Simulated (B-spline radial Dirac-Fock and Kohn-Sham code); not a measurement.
**M5 electron-impact ionisation of neutral atoms, Pr to W**

The computed values come from a B-spline atomic structure program: the relativistic binary-encounter-Bethe (RBEB) model with Dirac-Fock orbital kinetic energies; direct ionisation only. It is a semi-empirical estimate, with tabulated edges as binding energies. Cross sections in barn.

```tsv
Z	element	2 keV	5 keV	10 keV	20 keV	30 keV
59	Pr	43000	65400	58100	43000	34300
60	Nd	36300	58700	53200	39800	31900
61	Pm	31200	53400	49200	37200	29900
62	Sm	26000	47900	45000	34400	27800
63	Eu	22500	43900	42000	32400	26300
64	Gd	18400	39300	38400	30000	24500
65	Tb	15500	35800	35600	28100	23000
66	Dy	13100	32700	33100	26500	21800
67	Ho	10700	29600	30600	24700	20400
68	Er	8740	26900	28400	23200	19200
69	Tm	7040	24400	26300	21800	18100
70	Yb	5590	22200	24400	20400	17100
71	Lu	4350	20200	22700	19200	16200
72	Hf	3150	18100	20900	17900	15100
73	Ta	2170	16300	19200	16700	14200
74	W	1370	14600	17800	15700	13400
```
